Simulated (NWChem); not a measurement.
A series in which one site is exchanged, each optimised at PBE0/def2-SVP with NWChem, gas phase unless a solvent is named. Some are not confirmed as minima by frequencies. def2 effective core potentials on In; no spin-orbit coupling.

A: [CH3][In]([F])[Cl] (CH3ClFIn; site = F)
B: [CH3][In]([Cl])[Br] (CH₃BrClIn; site = Br)
C: [CH3][InH][Cl] (CH$_{4}$ClIn; site = H)
D: [Cl][In]([CH3])[Cl] (CH3Cl2In; site = Cl)

Values for A:

| Property | Value |
|---|---|
| dipole (D), PBE0/def2-SVP | 4.10 |
| orbital gap (eV), PBE0/def2-SVP | 7.00 |
| vertical ionisation energy, ΔSCF, PBE0/def2-SVP (eV) | 10.77 |
| static polarisability, PBE0/def2-SVPD (bohr³) | 61.1 |
| lowest singlet excitation, PBE0/def2-SVPD, TDA (eV) | 5.71 |

### Question
How do these values change for the other members?

### Answer
```tsv
change from A	B	C	D
dipole (D), PBE0/def2-SVP	-0.53	-0.76	-0.36
orbital gap (eV), PBE0/def2-SVP	-0.57	-0.79	-0.18
vertical ionisation energy, ΔSCF, PBE0/def2-SVP (eV)	-0.61	-0.91	-0.07
static polarisability, PBE0/def2-SVPD (bohr³)	+25.5	+3.6	+16.3
lowest singlet excitation, PBE0/def2-SVPD, TDA (eV)	-0.59	-0.76	-0.13
```
